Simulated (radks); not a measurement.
Isoelectronic series with 43 electrons, all held in the configuration [Kr] 4d7, which need not be the ground one along the series. Calculated with a radial shooting solver on a logarithmic mesh with Libxc functionals: Dirac Kohn-Sham, PBE, spin-unpolarised, spherical densities, finite nucleus; open shells fill j = l - 1/2 first; Fermi nuclear charge, rms radius of each element as measured or else 0.836 A^(1/3) + 0.57 fm. Total energies (hartree) and orbital eigenvalues (eV):

[
 {"ion": "I10+", "E (hartree)": "-7088.01349", "4d5/2": "-211.5488", "4d3/2": "-213.6120", "4p3/2": "-289.8102"},
 {"ion": "Cs12+", "E (hartree)": "-7743.6161", "4d5/2": "-277.3218", "4d3/2": "-280.0425", "4p3/2": "-364.2508"},
 {"ion": "La14+", "E (hartree)": "-8431.7817", "4d5/2": "-350.3324", "4d3/2": "-353.8389", "4p3/2": "-446.0446"},
 {"ion": "Pr16+", "E (hartree)": "-9152.9458", "4d5/2": "-430.4872", "4d3/2": "-434.9226", "4p3/2": "-535.1212"},
 {"ion": "Pm18+", "E (hartree)": "-9907.5711", "4d5/2": "-517.7209", "4d3/2": "-523.2441", "4p3/2": "-631.4389"},
 {"ion": "Eu20+", "E (hartree)": "-10696.1506", "4d5/2": "-611.9864", "4d3/2": "-618.7734", "4p3/2": "-734.9741"},
 {"ion": "Tb22+", "E (hartree)": "-11519.3106", "4d5/2": "-713.2494", "4d3/2": "-721.4934", "4p3/2": "-845.7158"},
 {"ion": "Ho24+", "E (hartree)": "-12377.5278", "4d5/2": "-821.4850", "4d3/2": "-831.3981", "4p3/2": "-963.6634"},
 {"ion": "Tm26+", "E (hartree)": "-13271.5462", "4d5/2": "-936.6744", "4d3/2": "-948.4882", "4p3/2": "-1088.823"},
 {"ion": "Lu28+", "E (hartree)": "-14201.9449", "4d5/2": "-1058.805", "4d3/2": "-1072.772", "4p3/2": "-1221.206"},
 {"ion": "Ta30+", "E (hartree)": "-15169.6266", "4d5/2": "-1187.867", "4d3/2": "-1204.260", "4p3/2": "-1360.828"},
 {"ion": "Re32+", "E (hartree)": "-16175.2816", "4d5/2": "-1323.854", "4d3/2": "-1342.970", "4p3/2": "-1507.712"}
]
